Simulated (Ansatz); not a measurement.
Be₂O₂ (the lowest singlet isomer of a short search). The state is a singlet with charge 0. Geometry B3LYP-D4/def2-TZVP, basis def2-TZVP, Ansatz.

```xyz
4

Be   -0.2018   -0.8240   -0.1777
Be    0.2015    0.8241    0.1775
O     0.7150    0.0330   -0.9657
O    -0.7147   -0.0331    0.9659
```

| run | HOMO (eV) | LUMO (eV) |
| --- | --- | --- |
| A | -10.24 | -0.48 |
| B | -6.20 | -3.39 |
| C | -6.20 | -2.68 |
| D | -7.42 | -2.40 |
| E | -6.76 | -2.43 |
| F | -9.87 | -0.62 |

LC-ωPBE has ω = 0.4 bohr⁻¹. The structure comes from a short search, and lower isomers may exist.

The runs used LC-ωPBE, LDA (SPW92), PBE0, r2SCAN, r2SCANh, ωB97X-V. Estimate which is which.

A LC-ωPBE (range-separated); B LDA (SPW92) (0 % exact exchange); C r2SCAN (0 % exact exchange); D PBE0 (25 % exact exchange); E r2SCANh (10 % exact exchange); F ωB97X-V (range-separated). Exact exchange lowers occupied and raises empty levels; among semilocal functionals meta-GGAs tend to open the gap a little, and such runs are hard to tell apart. The gap grows from 2.82 eV (LDA (SPW92)) to 9.76 eV (LC-ωPBE).
